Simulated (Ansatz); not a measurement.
The cluster PbBr2, relaxed as a triplet with UKS B3LYP-D4/def2-TZVP in Ansatz, starting from the B3LYP-D4/def2-TZVP geometry of the neutral singlet. Force threshold 0.02 eV/Å.

In the def2 sets Pb takes a core potential; there is no spin–orbit coupling. The relaxation made no stability test and no search for a lower SCF solution. At B3LYP-D4/def2-TZVP a singlet of charge 0 lies 2.90 eV below the triplet, each at its own geometry. The structure comes from a short search, and lower isomers may exist.

Start:

```xyz
3

Pb   -0.677    0.636    0.625
Br   -1.278   -1.250   -1.115
Br    1.955    0.614    0.490
```

```
step   energy (eV)  largest force component (eV/Å)  SCF passes
   1  -145345.1250                           0.445          18
   2  -145345.2150                           0.148          27
   3  -145345.2416                           0.113          27
   4  -145345.2504                           0.027          27
   5  -145345.2511                           0.006          25
```

Force components are those of the run's own axes.

End:

```csv
atom,x (Å),y (Å),z (Å)
Pb1,-0.477,0.448,0.441
Br2,-1.688,-1.335,-1.176
Br3,2.165,0.887,0.736
```

By distances, no bond broke or formed. The bond that changes most is Pb1–Br2, from 2.63 to 2.69 Å (atoms count from 1).

No frequencies were taken in this run, so the end may be a saddle point.

Hardware: 4 threads of AMD EPYC 7B13 on a shared host. Wall time 15 s.
